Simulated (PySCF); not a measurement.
Computed IR spectrum (relative IR intensity) of a molecule C4H4Cl2. Geometry optimised at PBE0-D3(BJ)/def2-SVP. One conformer was computed; it need not be the lowest. Method: PySCF with PBE0-D3(BJ)/def2-SVP. Frequencies are harmonic and unscaled.

Lines under 2 % of the strongest are left out, and lines within 2 cm⁻¹ are merged.

ν (cm⁻¹): 312 (vw), 731 (s), 807 (vs), 1190 (w), 1308 (m), 1658 (m), 3210 (w), 3247 (w) (against the strongest line: vs over 80 %, s over 45 %, m over 15 %, w over 4 %, vw less)

Question: Which molecule gave these data?
A) Cl/C=C\C=C/Cl
B) C=C(Cl)/C=C\Cl
C) C=CC=C(Cl)Cl
D) C=C=C(Cl)CCl

Answer: A, Cl/C=C\C=C/Cl
